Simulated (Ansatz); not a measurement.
`[CH3][Hf]([Cl])([Cl])[Cl]`. Total charge 0; spin multiplicity 1. Correlated methods include outer-core shells of Hf, which these sets cover unevenly. Hf: def2 effective core potential.

Cartesian coordinates in Å:
```
C -0.7074 -0.8160 0.4620
Hf 0.6039 0.6966 -0.3942
Cl 0.9526 2.2515 1.3057
Cl 2.5425 -0.4400 -1.0095
Cl -0.5621 1.5713 -2.2119
H -1.6568 -0.3734 0.7847
H -0.2415 -1.2900 1.3336
H -0.9311 -1.6001 -0.2705
```

(1) Give the diagnostics of a CCSD(T)/def2-TZVPP run (frozen core, the Gaussian-basis code of Ansatz). (An estimate is asked.)

Answers

(1) Ansatz gave: T1 = 0.0133, largest single amplitude 0.021, largest double 0.031, (T) share of the correlation energy 4.3 %, 9 CCSD cycles. The RHF solution is stable towards an unrestricted one. T1 lies under the customary mark of 0.02 for closed shells.
